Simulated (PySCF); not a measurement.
# TDDFT excited states: C2H6F2O2Zr

Species: ZrF2(OMe)2, C₂H₆F₂O₂Zr (singlet state).
Bonds: Zr1–F2, Zr1–F3, Zr1–O4, Zr1–O9, O4–C5, O9–C10. Hydrogens: H6, H7, H8 on C5; H11, H12, H13 on C10.

Level of theory: TDDFT PBE0/def2-SVPD, vertical, gas phase, core orbitals frozen in the response, def2 core potentials past Kr in PySCF. Isolated species at its PBE0-D3(BJ)/def2-SVP geometry, gas phase. Spin–orbit coupling is left out.

Problem. List the vertical singlet excitations with oscillator strengths and describe the spectrum.

Solution. 

| state | E (eV) | E (kJ/mol) | λ (nm) | f | \|μ\| (D) | main configurations (H = HOMO, L = LUMO) |
| --- | --- | --- | --- | --- | --- | --- |
| S1 | 6.83 | 659 | 181.5 | 0.0001 | 0.05 | H→L+2 (81%), H-1→L+1 (14%) |
| S2 | 6.90 | 666 | 179.7 | 0.0057 | 0.47 | H→L+1 (42%), H-1→L+2 (32%), H→L (22%) |
| S3 | 6.94 | 670 | 178.6 | 0.0001 | 0.05 | H-1→L+1 (65%), H→L+2 (16%), H-1→L (15%) |
| S4 | 7.00 | 675 | 177.1 | 0.0000 | 0.03 | H→L (68%), H→L+1 (26%) |
| S5 | 7.11 | 686 | 174.4 | 0.0001 | 0.04 | H-2→L+1 (75%), H-2→L (15%) |
| S6 | 7.16 | 691 | 173.2 | 0.0020 | 0.27 | H-1→L (77%), H-1→L+1 (18%) |
| S7 | 7.28 | 702 | 170.4 | 0.0001 | 0.07 | H-2→L+2 (45%), H-3→L+1 (26%), H→L+3 (19%) |
| S8 | 7.30 | 704 | 169.9 | 0.0002 | 0.08 | H-2→L (66%), H-1→L+3 (14%) |
| S9 | 7.37 | 711 | 168.3 | 0.0007 | 0.16 | H-3→L+2 (76%), H→L+5 (11%) |
| S10 | 7.40 | 714 | 167.5 | 0.115 | 2.02 | H-1→L+2 (41%), H→L+1 (20%), H→L+4 (12%) |

Triplets (Tamm–Dancoff): T1 6.45 eV, H→L+1 (61%), H→L (14%), H-1→L+2 (11%); T2 6.63 eV, H→L+2 (63%), H-1→L+1 (22%); T3 6.66 eV, H-2→L+2 (58%), H-3→L+1 (16%); T4 6.68 eV, H-1→L+2 (78%), H→L+1 (8%).

The lowest singlet comes at 182 nm (659 kJ/mol) in the vacuum ultraviolet; it is dark (f under 0.0005); its leading configuration is HOMO→LUMO+2 (81%). The most intense listed level is S10 at 7.40 eV (167 nm, f = 0.115), 0.57 eV above S1. It is the last of those listed, so stronger ones may follow. For S1 the Löwdin share of zirconium is at most 9% in HOMO and 67% in LUMO+2 (ligand-to-metal charge transfer by this measure). Of the 10 states listed, 1 reaches f = 0.01 and 6 stay under 0.0005. Weighted by f, the mean energy of these states is 7.38 eV. The listed states span 0.57 eV. All these states lie below the vertical ionisation energy of 10.31 eV (ΔSCF). Only the lowest 10 singlets were computed, as vertical energies without vibronic structure.

Time: 6.4 min wall (grids of density and orbitals included); peak memory 1.1 GiB. Hardware: an AMD EPYC with one thread, no GPU, shared host with 64 logical CPUs at a one-minute load of 59.
